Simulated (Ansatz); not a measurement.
Ideal-gas functions of C3HN3Si, SMILES `N#C[SiH](C#N)C#N` at 400 K and 1 bar, from an Ansatz frequency run at PBE0-D4/def2-TZVP.

Molar mass 107.15 g/mol, point group C3v (symmetry number 3), electronic degeneracy 1, moments of inertia 239.437, 239.726, 434.91 u Å². Harmonic wavenumbers (cm⁻¹, unscaled): 93, 93, 116, 257, 257, 260, 400, 400, 422, 572, 667, 667, 796, 796, 2317, 2346, 2346, 2348.

Use S(trans) = R[1.5 ln M + 2.5 ln T − 1.1517]; rotational temperatures θ = 24.2544 K / I; S(rot) = R[ln(√π/σ · √(T³/θAθBθC)) + 1.5]; for each mode x = 1.438777 ν̃/T, S = R[x/(eˣ − 1) − ln(1 − e⁻ˣ)] and H = RT x/(eˣ − 1); 1 cm⁻¹ = 0.0119627 kJ/mol; R = 8.31446 J/(mol·K).

**Question.** By hand: the entropy, in J/(mol·K).

**Answer.** Translation 173.3. Rotation: θ = 0.1013, 0.1012, 0.0558 K, giving 113.9. Vibration, mode by mode: 17.46, 17.46, 15.64, 9.26, 9.26, 9.17, 5.97, 5.97, 5.60, 3.64, 2.78, 2.78, 1.93, 1.93, 0.02, 0.02, 0.02, 0.02, in all 108.9. Electronic 0.0. Sum 396.1 J/(mol·K).

**Question.** By hand: H − E and G − E in kJ/mol, counted from the electronic energy.

**Answer.** Zero-point energy ½ × 15153 × 0.0119627 = 90.6; thermal vibration 22.5; translation, rotation and pV give 4 RT = 13.3. H − E = 126.4 kJ/mol, and G − E = 126.4 − 400 × 396.1/1000 = -32.0 kJ/mol.

Vibration gives 27 % of the entropy, 50.6 J/(mol·K) of it from the modes under 150 cm⁻¹: soft modes count most, and the harmonic formula is weakest for them.
